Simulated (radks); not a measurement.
Effect of the nuclear size on the phosphorus ion P3+, [Ne] 3s2. Method: Dirac Kohn-Sham, PBE, spin-unpolarised, spherical densities, finite nucleus; Fermi nuclear charge, rms radius 3.1889 fm; computed with a radial shooting solver on a logarithmic mesh with Libxc functionals. The rms radius is varied about that value; shifts are against it.

rms radius (fm)  total energy shift (eV)  density at nucleus (e/bohr^3)  1s1/2 shift (meV)  2s1/2 shift (meV)
2.5766                          -0.00258                           2402              -1.07             -0.071
3.039                          -0.000680                           2396             -0.283             -0.019
3.1889                                 0                           2394              0.000              0.000
3.3388                          0.000713                           2393              0.297              0.020
3.7501                           0.00283                           2388               1.18              0.078

Slopes of the eigenvalues against <r^2> in GHz/fm^2, as finite differences over the two radii next to the reference (eigenvalue slopes, not the field-shift constants of lines): 1s1/2 73.3, 2s1/2 4.87.
